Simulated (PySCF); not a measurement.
Species: C₃H₈BFS.
SMILES with atom numbers: `[F:1][CH2:2][S@@+:3]1[BH2-:4][CH2:5][CH2:6]1` (hydrogens: H7, H8 on C2; H9, H10 on B4; H11, H12 on C5; H13, H14 on C6)

Cartesian coordinates in Å at the PBE0-D3(BJ)/def2-SVP level; atoms count from 1:
```
atom  x, y, z in Å
F1     2.6425    0.9529    0.3209
C2     1.8999   -0.1650    0.5165
S3     0.9382   -0.5778   -0.9606
B4    -0.7914   -1.3807    0.0328
C5    -1.2447    0.1677    0.2109
C6    -0.3421    0.7447   -0.8716
H7     1.2150   -0.0151    1.3648
H8     2.5518   -1.0324    0.7073
H9    -0.3898   -2.0465    0.9694
H10   -1.3138   -1.9966   -0.8768
H11   -2.3107    0.3732    0.0293
H12   -0.9979    0.5912    1.1972
H13    0.1343    1.7252   -0.7155
H14   -0.8060    0.7365   -1.8688
```

The closed-shell ground state was solved at several levels (PySCF, density fitting, gas phase, non-relativistic).

| level | basis functions | HOMO (eV) | LUMO (eV) | gap (eV) | dipole (D) |
| --- | --- | --- | --- | --- | --- |
| PBE0/6-31G* | 104 | -7.91 | 0.22 | 8.13 | 1.60 |
| PBE0/cc-pVTZ | 296 | -8.01 | -0.09 | 7.92 | 1.49 |
| PBE0/STO-3G | 42 | -5.82 | 4.46 | 10.28 | 2.84 |
| B3LYP/cc-pVTZ | 296 | -7.79 | -0.33 | 7.46 | 1.44 |
| PBE0/cc-pVDZ | 128 | -7.95 | 0.19 | 8.14 | 1.57 |
| B3LYP/def2-TZVP | 240 | -7.80 | -0.42 | 7.38 | 1.39 |
| B97-2/pcSseg-1 | 149 | -7.89 | -0.11 | 7.78 | 1.38 |
| PBE/pcSseg-1 | 149 | -6.83 | -1.08 | 5.75 | 1.55 |
| PBE0/pcSseg-0 | 74 | -8.35 | 0.20 | 8.55 | 1.36 |

Q: Estimate the row for KT2/pcSseg-1, a basis of 149 functions; the other rows only guide the guess.

A: HOMO -6.91 eV, LUMO -1.16 eV, gap 5.75 eV, dipole 1.44 D.

Q: How much does the basis alone move the frontier levels among the 5 PBE0 rows?

A: The HOMO by 2.53 eV and the LUMO by 4.55 eV. By rising basis size (HOMO, LUMO in eV): STO-3G -5.82, 4.46; pcSseg-0 -8.35, 0.20; 6-31G* -7.91, 0.22; cc-pVDZ -7.95, 0.19; cc-pVTZ -8.01, -0.09.

Q: How far do the dipole and the HOMO energy spread over the levels?

A: The dipole runs from 1.36 to 2.84 D (mean 1.61 D) and the HOMO from -8.35 to -5.82 eV.

One conformer stands for the species.
